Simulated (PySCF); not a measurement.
**From a computed spectrum to the compound**

A species of 9 atoms with charge -1 has these harmonic modes (PBE0, small Gaussian bases with core potentials, PySCF 2.14.0):

| cm⁻¹ | km/mol | symmetry |
| --- | --- | --- |
| 27 | 0.3 |  |
| 37 | 0.8 |  |
| 53 | 0.0 |  |
| 58 | 0.9 |  |
| 68 | 4.0 |  |
| 106 | 20.2 |  |
| 112 | 19.6 |  |
| 142 | 0.0 |  |
| 183 | 9.2 |  |
| 253 | 0.0 |  |
| 260 | 47.9 |  |
| 270 | 71.7 |  |
| 270 | 72.0 |  |
| 392 | 0.0 |  |
| 395 | 36.8 |  |
| 397 | 36.7 |  |
| 418 | 20.0 |  |
| 2684 | 7.8 |  |
| 2684 | 6.9 |  |
| 2686 | 5.0 |  |
| 2686 | 7.7 |  |

(1) Which species is it, and in which structure?

## Answers

(1) [Pr(SH)4]− (singlet in the valence; each metal's 4f electrons, 2 of them, lie in its core potential, out of spins and levels):
```xyz
9

Pr    0.0000    0.0000    0.0000
S     1.7265    1.4852    1.5483
H     2.7566    1.0420    0.7875
S    -1.7265   -1.4852    1.5483
H    -2.7566   -1.0420    0.7875
S     1.4853   -1.7266   -1.5483
H     1.0420   -2.7565   -0.7879
S    -1.4853    1.7266   -1.5483
H    -1.0420    2.7565   -0.7879
```
Ideal gas at 298.15 K and 1 bar: S = 508.3 J/(mol K), Cp = 160.4 J/(mol K), H − H(0 K) = 36.1 kJ/mol (rigid rotor, harmonic modes, spin degeneracy alone, that of the 4f electrons in the core included; the modes under 60 cm⁻¹ make these uncertain). An lcecp potential fixes the number of 4f electrons, so in runs with it no electron can move into or out of that shell.
 This is one of several that fit.
